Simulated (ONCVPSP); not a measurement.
Cutoff test, H, ONCV

```
Element                 : hydrogen
Generator               : ONCVPSP 4.0.1
Type                    : optimised norm-conserving Vanderbilt (ONCV)
Functional              : PBE
Relativity              : scalar-relativistic
Frozen core             : none
Valence charge          : 1
Reference configuration : 1s1
Partial waves           : 1s: rc 1.15 bohr, ncon 4, nbas 7, qcut 4.9 1/bohr, 2 projectors, debl 3.2 Ha; p scattering state at 0.45 Ha: rc 1.05 bohr, ncon 4, nbas 7, qcut 6.8 1/bohr, 1 projector
Local potential         : polynomial inside 0.85 bohr (lpopt 5, dvloc0 1 Ha)
Core correction         : none
```

Question: For each optimised wave give the share of its norm inside rc, the residual kinetic energy above qcut (Ha) and the cutoffs (Ha) for errors of 10, 1, 0.1 and 0.01 mHa per electron.

Answer:

```
         wave  norm inside rc  residual KE  10 mHa  1 mHa  0.1 mHa  0.01 mHa
           1s           0.368      1.9e-03     7.3   14.6     74.5      93.6
s projector 2           0.098      6.7e-03    10.5   18.9     45.8      95.2
p projector 1           0.039      5.6e-06     2.3    5.2     12.2      20.8
```

The occupied waves need 15 Ha and 75 Ha for 1 and 0.1 mHa.
